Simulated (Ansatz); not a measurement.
**Question.** Name a neutral molecule of C, F, N, Si and H with size of the dipole moment (B3LYP/def2-TZVPP) between 1.70 and 2.00 D and HOMO–LUMO gap (PBE0/def2-TZVPP) between 7.05 and 7.35 eV (Ansatz, PBE0-D4/def2-TZVP geometry).

**Answer.** `C=C[Si](N)(N)F` (1.73 D, 7.08 eV). Other molecules can fit too; these were computed, each in one conformer that needn't be the lowest.

B3LYP here is the variant with VWN-RPA as its local correlation; programs differ in this.
